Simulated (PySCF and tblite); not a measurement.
Results of a calculation; reference values are marked as such.
## Dynamics report: rotation

System: C5H7FO4, numbered as in [CH3:1][O:2][C:3](=[O:4])/[C:5]([F:6])=[C:7](\[OH:8])[O:9][CH3:10].

Motion: rotation about the C3–C5 bond (torsion O2–C3–C5–F6 from 0° to 180°, rising). Level: PBE0/pcSseg-1 + D3(BJ) on GFN2-xTB stationary points, with GFN2-xTB thermal terms. Rate constants are transition-state-theory values, counting equivalent paths, without tunnelling. (PySCF 2.14 with density fitting, tblite 0.8.)

```
 point  symmetry  E(GFN2) kcal/mol  E(DFT) kcal/mol  ZPE change kcal/mol  lowest mode cm⁻¹  dipole D
 start        Cs               0.0              0.0                 0.00                64      1.48
saddle        C1              18.6             26.2                -0.33               97i      3.70
   end        Cs               6.9              6.3                 0.10                54      5.26
```

```json
{
 "Electronic barrier": "26.2 kcal/mol",
 "Barrier with zero-point energy": "25.9 kcal/mol",
 "ΔH‡ (298 K)": "26.0 kcal/mol",
 "ΔS‡ (298 K, symmetry apart)": "0.6 cal/(mol K)",
 "Paths": "2 equivalent paths",
 "End point": "a different minimum",
 "Mean lifetime of the start against this motion at 298 K": "7.3 days",
 "Cost": "2.2 min on 1 thread of Arm Neoverse V1, shared host (rough), peak memory 0.97 GiB, launched as `OMP_NUM_THREADS=1 python ens_run.py task.json out`"
}
```

| T/K | ΔG‡ kcal/mol | k s⁻¹ | ΔG kcal/mol | k back s⁻¹ |
| --- | --- | --- | --- | --- |
| 150 | 25.8 | 1.6×10⁻²⁵ | 6.3 | 2.6×10⁻¹⁶ |
| 200 | 25.8 | 5.5×10⁻¹⁶ | 6.3 | 4.1×10⁻⁹ |
| 250 | 25.8 | 3×10⁻¹⁰ | 6.2 | 8.9×10⁻⁵ |
| 298 | 25.8 | 1.6×10⁻⁶ | 6.2 | 0.057 |
| 350 | 25.8 | 0.0012 | 6.2 | 8.2 |
| 400 | 25.8 | 0.13 | 6.1 | 296 |
| 500 | 25.9 | 105 | 6.0 | 4.5×10⁴ |

ΔG and ΔG‡ leave out symmetry numbers and mirror images; rates count paths: 2 out, 2 back.
